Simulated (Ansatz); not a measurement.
Coupled-cluster diagnostics for the cluster Na₈H₇⁺, Ansatz.

Geometry of the singlet (PBE0-D4/def2-SVP):

```xyz
15

Na   -0.588   -0.888   -0.400
Na   -2.106    1.291    4.141
Na    0.841    3.517    3.286
Na    4.138   -0.789   -5.701
Na    1.413   -0.926   -2.804
Na   -3.316   -1.709    1.803
Na   -1.948   -3.220   -1.799
Na    1.939    1.907    0.054
H     1.898    3.161    1.589
H     1.107    0.282   -0.939
H    -0.739    2.746    4.263
H     2.865   -0.776   -4.268
H    -2.833   -0.274    3.072
H    -0.307   -2.116   -2.306
H    -2.364   -2.208    0.010
```

Correlated methods freeze 8 core orbitals; core or outer-core shells of Na are correlated, in sets that lack core-valence functions. Another isomer (singlet) lies 1.05 eV lower at PBE0-D4/def2-TZVP; other spin states weren't run for this one.

(1) Estimate the CCSD(T) correlation energy, the shares of MP2 and (T), T1 and the reference's ⟨S²⟩ for: charge 1, singlet, own geometry in def2-SVP; and the rough time on 4 threads of Arm Neoverse V2 on a shared host.

Answers

(1) 
```
                          state     basis  correlation (eV)  MP2 share (%)  (T) share (%)     T1  ⟨S²⟩ (pure)  wall time
charge 1, singlet, own geometry  def2-SVP            -5.892           76.3            0.6  0.004  0.00 (0.00)    2.7 min
```
Customary marks for T1 are 0.02 (closed shells), 0.045 (open shells) and about 0.05 (3d metals). T1 stays under 0.02 throughout.
